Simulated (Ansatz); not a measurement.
Abridged output of a molecular run in Ansatz:

```
Functional definition: HF
1279 factors; integrals over basis functions are off by at most 1.1e-3 eV
mean field evaluation 1: about -56507.9717 eV, gradient 4.2e1 eV
mean field evaluation 2: about -56508.1120 eV, gradient 4.2e1 eV
mean field evaluation 4: about -56512.0317 eV, gradient 4.8e0 eV
mean field evaluation 8: about -56512.1167 eV, gradient 4.2e-1 eV
mean field evaluation 16: about -56512.1180 eV, gradient 2.7e-6 eV
mean field -56512.11802384 eV, -2076.7820320866 hartree, gradient 2.7e-6 eV, S^2 0.000000; 0 other end points of the search recorded, 0 dependent functions left out
12 core orbitals not correlated: weight in the atoms' cores, before any rotation towards them, 1.000 or more for the frozen orbitals, at most 0.000 for the correlated occupied ones
reference -56512.11802384 eV, -2076.7820320866 hartree; 16, 16 occupied and 183, 183 virtual orbitals, 1279 factors
second order -21.60591650 eV of doubles, -0.00000000 eV of singles
cycle   1  -21.34548826 eV  change    2.6e-1 eV  update   1.2e-1
cycle   2  -22.03685472 eV  change   -6.9e-1 eV  update   4.0e-2
cycle   3  -22.18934504 eV  change   -1.5e-1 eV  update   2.2e-2
cycle   4  -22.17760011 eV  change    1.2e-2 eV  update   6.2e-3
cycle   5  -22.17446836 eV  change    3.1e-3 eV  update   3.8e-3
cycle   6  -22.17658619 eV  change   -2.1e-3 eV  update   1.5e-3
cycle   7  -22.17638441 eV  change    2.0e-4 eV  update   8.4e-4
cycle   8  -22.17621378 eV  change    1.7e-4 eV  update   3.8e-4
cycle   9  -22.17633273 eV  change   -1.2e-4 eV  update   1.6e-4
cycle  10  -22.17634438 eV  change   -1.2e-5 eV  update   7.0e-5
cycle  11  -22.17629747 eV  change    4.7e-5 eV  update   3.4e-5
cycle  12  -22.17633021 eV  change   -3.3e-5 eV  update   2.0e-5
perturbative correction -0.93662313 eV, -0.0344202650 hartree
Total energy: -56535.23097717 eV, -2077.6314174552 hartree
```

Its atoms:

```xyz
9

C     0.7567   -0.0549   -1.3431
Ga   -0.7726    0.0032   -0.1134
C    -0.3955   -0.0584    1.8708
O    -0.0027    0.9980    2.3147
H     0.5363    0.4309   -2.2941
H     1.6286    0.4190   -0.8882
H     1.0199   -1.0972   -1.5483
H    -2.2510    0.2782   -0.5718
H    -0.5197   -0.9189    2.5733
```

Problem. Which basis set was used?
A. cc-pV(D+d)Z
B. def2-TZVPPD
C. def2-TZVPP
D. cc-pV(Q+d)Z

Solution. C. It gives 211 functions.

Problem. Write the keys of the input that set method, charge and spin (a neutral closed shell needs none for the last two).

Solution. 
```yaml
correlation: {method: ccsd_t}
```
